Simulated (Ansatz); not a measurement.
Geometry optimisation, RHF/def2-SVP (Ansatz).

input.yaml

```yaml
crystal:
  periodic: [false, false, false]
  atoms:
    - { symbol: B, position_ang: [-0.134191, 0.578217, -0.274604] }
    - { symbol: F, position_ang: [-0.280254, -0.375763, 2.072493] }
    - { symbol: H, position_ang: [0.895178, -0.029002, -0.365397] }
    - { symbol: "N", position_ang: [-1.316537, 0.061463, -0.818977] }
    - { symbol: H, position_ang: [-1.374679, -0.884277, -1.128831] }
    - { symbol: H, position_ang: [-2.203096, 0.512843, -0.741076] }
    - { symbol: "N", position_ang: [-0.098665, 1.926039, 0.365461] }
    - { symbol: H, position_ang: [-0.848303, 2.566728, 0.193082] }
    - { symbol: H, position_ang: [0.783837, 2.393991, 0.414874] }
    - { symbol: H, position_ang: [-0.305989, 0.53236, 2.120975] }
basis:
  gaussian: { orbitals: def2-SVP }
hamiltonian:
  xc: hf
relax:
  f_tol: 0.03
  max_steps: 50
output:
  orbitals: {}
```

Command:

```bash
$ ansatz run input.yaml --threads 1 --pin off --max-ram 2048MiB --backend cpu --events-out ev --progress --plain --runs-dir out
```

Problem. Where does it end, and by what steps?

Solution. The forces met the threshold. After 10 steps the energy has fallen by 0.314 eV; F2 moved furthest, 0.89 Å.

```
step  energy less start (eV)  largest force component (eV/Å)  accepted
   0                  0.0000                           1.681       yes
   1                 -0.0996                           2.590       yes
   2                 -0.1833                           1.990       yes
   3                 -0.2531                           1.189       yes
   4                 -0.2855                           0.756       yes
   5                 -0.2855                           0.424        no
   6                 -0.3062                           0.344       yes
   7                 -0.3127                           0.115       yes
   8                 -0.2817                           0.754        no
   9                 -0.3136                           0.033       yes
  10                 -0.3142                           0.030       yes
```

```xyz
10
Properties=species:S:1:pos:R:3
B -0.134 0.554 -0.466
F -0.306 0.155 2.792
H 0.899 0.012 -0.749
N -1.339 0.060 -0.982
H -1.375 -0.769 -1.536
H -2.240 0.435 -0.765
N -0.088 1.676 0.431
H -0.870 2.300 0.505
H 0.780 2.161 0.546
H -0.210 0.699 2.062
```

The run took 20 s on 1 thread of Arm Neoverse V1, with other jobs on the host, peak memory 0.14 GiB.
